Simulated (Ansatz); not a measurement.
Frontier orbitals of GaH₈NSi, SMILES `[SiH3][NH2+][GaH3-]`.

Total charge 0; spin multiplicity 1. Correlated methods include outer-core shells of Ga, which these sets cover unevenly. Scalar relativity is left out up to krypton. Geometry: relaxed with PBE0-D4/def2-TZVP. Basis def2-TZVPP, the Gaussian-basis code of Ansatz.

```tsv
functional	HOMO (eV)	LUMO (eV)	gap (eV)
LDA (SPW92)	-6.41	-1.73	4.68
PBE	-6.35	-1.51	4.84
r2SCAN	-6.66	-1.07	5.59
PBE0	-7.58	-0.68	6.90
LC-ωPBE	-10.37	1.43	11.80
ωB97X-V	-10.02	1.25	11.27
ωB97M-V	-9.84	0.89	10.73
```

Against PBE, PBE0 changes HOMO and LUMO by −1.23 and +0.83 eV, ωB97M-V by −3.49 and +2.41 eV. A gap of 4.83 eV thus becomes 10.73 eV for the same molecule, so an orbital gap means little without its functional. A positive LUMO is unbound and depends on the basis.

LC-ωPBE has ω = 0.4 bohr⁻¹.
